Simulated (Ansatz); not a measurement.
Ansatz (a quantum-chemistry and plane-wave program) input (CCSD(T)/aug-cc-pVDZ):

Ansatz 0.2 input:
```yaml
crystal:
  periodic: [false, false, false]
  atoms:
    - {symbol: C, position_ang: [-2.53198505, -0.89843474, -0.72621519]}
    - {symbol: C, position_ang: [-1.44169703, 0.10779104, -0.61736829]}
    - {symbol: C, position_ang: [-1.95474518, 1.42320654, -0.02070044]}
    - {symbol: C, position_ang: [-0.23983472, -0.46678060, 0.15333990]}
    - {symbol: C, position_ang: [1.01578546, 0.41234520, 0.11830898]}
    - {symbol: C, position_ang: [2.16588735, -0.21142218, 0.84551718]}
    - {symbol: C, position_ang: [3.32252981, -0.55874304, 0.29609641]}
    - {symbol: H, position_ang: [-3.56409826, -0.59136186, -0.83059987]}
    - {symbol: H, position_ang: [-2.30371464, -1.95147502, -0.82590079]}
    - {symbol: H, position_ang: [-1.08105540, 0.33259557, -1.63736886]}
    - {symbol: H, position_ang: [-2.26161707, 1.27843338, 1.01801387]}
    - {symbol: H, position_ang: [-1.19338307, 2.20303856, -0.04512813]}
    - {symbol: H, position_ang: [-2.81945246, 1.78812032, -0.57790358]}
    - {symbol: H, position_ang: [-0.53752911, -0.64233971, 1.19240174]}
    - {symbol: H, position_ang: [0.01064459, -1.44559431, -0.26488705]}
    - {symbol: H, position_ang: [1.29901062, 0.60762733, -0.92025454]}
    - {symbol: H, position_ang: [0.79216930, 1.38222093, 0.57375855]}
    - {symbol: H, position_ang: [2.00921739, -0.39869698, 1.90555265]}
    - {symbol: H, position_ang: [3.52049820, -0.39360313, -0.75736314]}
    - {symbol: H, position_ang: [4.11366620, -1.01673816, 0.87580779]}
basis:
  gaussian:
    orbitals: aug-cc-pVDZ
magnetization: {spin_polarized: true, initial_magnetization: 1}
correlation: {method: ccsd_t, electrons: outside_noble_gas}
output: {forces: true}
```

End of the output:

```
cycle  13  -29.55954143 eV  change   -2.9e-6 eV  update   2.2e-6
cycle  14  -29.55954344 eV  change   -2.0e-6 eV  update   1.1e-6
cycle  15  -29.55954372 eV  change   -2.8e-7 eV  update   5.1e-7
cycle  16  -29.55954362 eV  change    1.0e-7 eV  update   2.5e-7
cycle  17  -29.55954360 eV  change    1.4e-8 eV  update   1.2e-7
perturbative correction -1.05884380 eV, -0.0389117921 hartree
the calculation of the forces begins
1.59 GiB of device memory are held for the factors and their scratch space
Total energy: -7448.70040033 eV, -273.7346908017 hartree
Atom 0 at    -2.531985    -0.898435    -0.726215 Å, force    -0.097587    -0.088174     0.110992 eV/Å
Atom 1 at    -1.441697     0.107791    -0.617368 Å, force     0.267089     0.204790     0.029698 eV/Å
Atom 2 at    -1.954745     1.423207    -0.020700 Å, force     0.058626    -0.121652    -0.010822 eV/Å
Atom 3 at    -0.239835    -0.466781     0.153340 Å, force    -0.024787     0.115767    -0.048615 eV/Å
Atom 4 at     1.015785     0.412345     0.118309 Å, force    -0.201975     0.068544    -0.053645 eV/Å
Atom 5 at     2.165887    -0.211422     0.845517 Å, force    -1.043730     0.257848     0.563989 eV/Å
Atom 6 at     3.322530    -0.558743     0.296096 Å, force     1.071542    -0.320568    -0.531797 eV/Å
Atom 7 at    -3.564098    -0.591362    -0.830600 Å, force    -0.512504     0.143742    -0.060546 eV/Å
Atom 8 at    -2.303715    -1.951475    -0.825901 Å, force     0.103520    -0.518210    -0.061048 eV/Å
Atom 9 at    -1.081055     0.332596    -1.637369 Å, force     0.143865     0.085960    -0.398043 eV/Å
Atom 10 at    -2.261617     1.278433     1.018014 Å, force    -0.136835    -0.084756     0.472982 eV/Å
Atom 11 at    -1.193383     2.203039    -0.045128 Å, force     0.352898     0.355029    -0.024685 eV/Å
Atom 12 at    -2.819452     1.788120    -0.577904 Å, force    -0.389509     0.160182    -0.260967 eV/Å
Atom 13 at    -0.537529    -0.642340     1.192402 Å, force    -0.142677    -0.068379     0.485854 eV/Å
Atom 14 at     0.010645    -1.445594    -0.264887 Å, force     0.122816    -0.453961    -0.208839 eV/Å
Atom 15 at     1.299011     0.607627    -0.920255 Å, force     0.125789     0.069504    -0.483275 eV/Å
Atom 16 at     0.792169     1.382221     0.573759 Å, force    -0.090751     0.414026     0.199617 eV/Å
Atom 17 at     2.009217    -0.398697     1.905553 Å, force    -0.063251    -0.086298     0.499282 eV/Å
Atom 18 at     3.520498    -0.393603    -0.757363 Å, force     0.088524     0.081969    -0.498081 eV/Å
Atom 19 at     4.113666    -1.016738     0.875808 Å, force     0.368936    -0.215363     0.277949 eV/Å
Dipole moment:    -0.028844     0.054603    -0.029142 e Å
```

It need not be the lowest isomer of its formula.
